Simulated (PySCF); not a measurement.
**ZrHCl: from structure and modes to constants**

Level of theory: UPBE0/[Zr def2-TZVP with ECP28, H def2-TZVP, Cl def2-TZVP], scalar-relativistic core potentials, density fitting, no spin–orbit coupling, PySCF.

The triplet minimum has Cs symmetry. Masses (u): Zr 89.90470, H 1.00782, Cl 34.96885.

```xyz
3
charge 0 multiplicity 3, angstrom
Zr   -0.5464    0.0000   -0.3404
H    -2.2150    0.0000    0.4860
Cl    1.4629    0.0000    0.8515
```

Harmonic wavenumbers (cm⁻¹): 336.8 (a', ×1), 410.1 (a', ×1), 1638.2 (a', ×1).

(1) Find the principal moments of inertia and the rotational constants. What kind of rotor is it?

(2) What is the harmonic zero-point energy?

(3) Give the standard entropy (298.15 K, 1 bar) by its translational, rotational, vibrational and spin parts, and Cp.

Results:

(1) About the centre of mass I = 2.3902, 140.23, 142.62 u Å². With B = 16.8576/I this gives 7.053, 0.1202, 0.1182 cm⁻¹. The molecule is an asymmetric top with κ = -1.00.

(2) Half the sum of all 3 wavenumbers, 2385/2 = 1193 cm⁻¹, which is 14.3 kJ/mol (1 cm⁻¹ = 0.0119627 kJ/mol).

(3) Sackur–Tetrode with M = 125.88 u gives 169.2; rotation with symmetry number 1 gives 93.3; vibration 9.0; spin R ln 3 = 9.1. The total is 280.6 J/(mol K), and Cp = 4 R + 13.0 = 46.2 J/(mol K).

Only a few start shapes were tried, so a lower isomer may exist. Other spin states or occupations of the open shell can lie lower.
